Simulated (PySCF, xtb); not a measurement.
VF3, SMILES [F][V]([F])[F] (connectivity only; charge and spin as stated), neutral, multiplicity 3.

Harmonic wavenumbers (cm⁻¹) from GFN2-xTB (xtb) at its own minimum, in rising order: 146, 181, 222, 536, 621, 701.

### Question
What does PBE-D3(BJ)/def2-SVP (PySCF) give at its own minimum? (An estimate is asked for; the answer gives what the named calculation found.)

### Answer
102, 122, 197, 673, 699, 814. Paired by order, the mean absolute difference is 76 cm⁻¹ and the zero-point energies are 3.4 and 3.7 kcal/mol.
